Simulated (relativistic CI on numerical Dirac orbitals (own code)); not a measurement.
**Ar XVI: q coefficients and field-shift factors**

Calculated at this level of theory: Dirac-Coulomb-Breit CI, KLI orbitals optimised for each configuration, derivatives by finite differences, unscaled Slater integrals, QED left out (own radial code, finite nucleus).

Configuration list (outside the closed core 1s2): 2s, 2p, 3s, 3p, 3d. Levels of other configurations are missing.

With x = (α/α₀)² − 1 an excitation energy changes as ω = ω₀ + qx; K = 2q/ω₀ is the relative enhancement. Terms are leading LS components, so labels can repeat. The field-shift factor is F = δν/δ⟨r²⟩ for the transition from the lowest level.

Lowest level 2s 2S_1/2.

| Level | ω₀ (cm⁻¹) | q (cm⁻¹) | F (GHz/fm²) |
| --- | --- | --- | --- |
| 2p 2P°_1/2 | 259250 | 6003 | -19.7 |
| 2p 2P°_3/2 | 284661 | 31650 | -19.7 |
| 3s 2S_1/2 | 4175336 | 23720 | -11.2 |
| 3p 2P°_1/2 | 4247090 | 25340 | -16.8 |
| 3p 2P°_3/2 | 4254568 | 32890 | -16.9 |
| 3d 2D_3/2 | 4280805 | 32590 | -16.6 |
| 3d 2D_5/2 | 4283167 | 34950 | -16.6 |

At this charge energies of transitions that change n are usually good to better than 1 %, and those within a shell (Δn = 0) to a few per cent.

Task: Which transition from the lowest level has the largest |K|?

Result: 2p 2P°_3/2 at 284661 cm⁻¹, K = 0.222.
